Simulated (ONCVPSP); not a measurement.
# Potentials for Ni (Z = 28) compared

Generated with ld1.x 7.5 (TM, RRKJ, ultrasoft, PAW), atompaw 4.2 or ONCVPSP 4.0.1. The cutoff is in Ry: for ld1.x and atompaw files where the sum of valence levels is converged to 10 mRy in a Bessel basis, for ONCV files where the hardest occupied wave has 1 mHa per electron of residual kinetic energy. The error is the largest all-electron minus pseudo excitation energy over each file’s own four to seven test configurations (ionisations up to +4, promotions, holes and added fractions of an electron), all of which were solved. The labels leave out finer settings (local radius, basis sizes, second energies), which also bear on the numbers. Spin-polarised tests are not counted. The rows are a selection from randomly drawn settings: files with unsolved tests, undetermined cutoffs or missed reference levels are left out.

A true bound ghost makes a file unfit for plane-wave use even where its test errors are small: the radial tests pick states by their node count and pass the ghost by.

```csv
potential,cutoff (Ry),largest error (meV),bound ghosts
"ONCV, PBE, fully relativistic, rc 1.45/0.90/1.25 (spd), local smoothed, core correction yes, reference 3s2 3p6 3d8 4s0.5, qcut 10.4/17.5/15.1, projectors 2/2/2",156,+1.2,none
"ONCV, LDA (Perdew-Wang 92), fully relativistic, rc 2.35/1.40/1.50 (spd), local smoothed, core correction yes, reference 3p6 3d8 4s1 4p1, qcut 3.2/11.5/11.6, projectors 2/2/2",99,-5.7,none
"ONCV, LDA (Perdew-Wang 92), scalar-relativistic, rc 2.35/2.50/1.05 (spd), local smoothed, core correction yes, reference 3d8 4s1.75, qcut 3.4/3.7/12.4, projectors 2/3/3",144,-94,s
"ONCV, PBE, scalar-relativistic, rc 1.20/1.20/1.15 (spd), local d, core correction yes, reference 3s2 3p6 3d8 4s2, qcut 10.1/11.7/13.3, projectors 2/3/0",142,-38,s
"ONCV, LDA (Perdew-Wang 92), scalar-relativistic, rc 1.35/0.75/1.30 (spd), local smoothed, core correction yes, reference 3s2 3p6 3d8 4s2, qcut 9.1/12.3/10.3, projectors 2/2/2",118,+7.8,none
"ONCV, PBE, scalar-relativistic, rc 1.40/1.60/0.95/1.30 (spdf), local smoothed, core correction no, reference 3s2 3p6 3d8 4s1 4p1, qcut 10.2/7.9/17.6/8.6, projectors 2/2/3/2",221,-1.9,none
"ONCV, PBE, scalar-relativistic, rc 2.30/0.90/0.85 (spd), local smoothed, core correction yes, reference 3p6 3d8 4s0.5, qcut 2.4/13/14.6, projectors 3/3/2",222,-85,s
```

Task: Fill in the row for Ni: ONCV, LDA (Perdew-Zunger), scalar-relativistic, rc 1.85/1.80/0.95 (spd), local smoothed, core correction no, reference 3d8 4s2, qcut 2.8/5.4/18.8, projectors 2/2/2.

Result: cutoff 237 Ry, largest error -86 meV, bound ghosts: s, p.
